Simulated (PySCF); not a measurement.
## Excitation energy of C²⁺ by level of theory

C²⁺ [He] 2s2 (1S) → C²⁺ [He] 2s1 2p1 (3P), as a difference of total energies. Calculation: PySCF 2.14, in x2c-TZVPPall with one added diffuse shell each of s, p, d type (6s4p3d1f, 40 functions); scalar relativity by spin-free X2C-1e. Correlated levels: valence: 1s2 frozen. The calculations carry no spin-orbit coupling.

```csv
method,excitation energy (eV)
UHF,4.662
MP2 (valence),5.736
SCS-MP2 (valence),6.025
CCSD (valence),6.515
```

Question: How much does correlation contribute at MP2 (valence)?

Answer: 5.736 − (4.662) = 1.074 eV, measured against UHF.

A first-order spin-orbit estimate (lowest level to lowest level, LS coupling) adds -0.007 eV.

With two correlated electrons CCSD is exact in that space.

The coupled-cluster amplitudes are large for the lower state (T1 above 0.03 or a double amplitude above 0.15), so a single reference is strained.
